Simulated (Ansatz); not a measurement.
Reactions of `FC[SiH](F)[SiH3]`.

Program: Ansatz. Geometries: PBE0-D4/def2-TZVP. ΔE: electronic, gas phase. CBS: MP2 limit from def2 TZ/QZ plus the TZ coupled-cluster correction, frozen cores. This one scheme is used for every species, atoms too. For atomizations the MP2-based limit and the directly extrapolated one differ by several kJ/mol either way, and by 10 to 25 for some Ge, Se and Sn compounds, so smaller differences from it don't rank the levels. Functionals use def2-TZVPP. Open shells (•) are unrestricted, without spin–orbit coupling. Spin–orbit coupling would lower the free atoms: a little for C, F, Si. Each species was taken in one conformer, which may not be the lowest.

| reaction | PBE0-D4 (kcal/mol) |
| --- | --- |
| `FC[SiH](F)[SiH3]` + H₂ → `FC[SiH2][SiH3]` + H–F | 22.8 |
| `FC[SiH](F)[SiH3]` → C• + 2 F• + 6 H• + 2 Si• | 886.7 |
| `FC[SiH](F)[SiH3]` + H₂S → `FC[SiH]([SiH3])S` + H–F | 13.2 |
| `FC[SiH](F)[SiH3]` + `C=CS` → `C=CS[SiH3]` + `FC[SiH2]F` | -12.4 |
| `FC[SiH](F)[SiH3]` + H₂ → `C[SiH](F)[SiH3]` + H–F | -33.4 |
| `FC[SiH](F)[SiH3]` + HCl → `FC[SiH]([SiH3])Cl` + H–F | 4.7 |
| `FC[SiH](F)[SiH3]` + `CCSCS` → `[SiH3]CSCS` + `C[SiH](F)CF` | -10.5 |
| `FC[SiH](F)[SiH3]` + CH₃SH → `CS[SiH](F)[SiH3]` + `CF` | -21.8 |
| `FC[SiH](F)[SiH3]` + HCl → `F[SiH]([SiH3])Cl` + `CF` | -29.4 |
| `FC[SiH](F)[SiH3]` → `FC(F)([SiH3])[SiH3]` | 51.0 |

Give the CCSD(T)/CBS values in the same order. (Estimate.)

Ansatz gave: 24.5, 896.2, 15.2, -14.6, -34.7, 5.9, -12.5, -21.5, -29.7, 52.1 kcal/mol.

Largest T1 diagnostic: 0.013, for `FC(F)([SiH3])[SiH3]`.
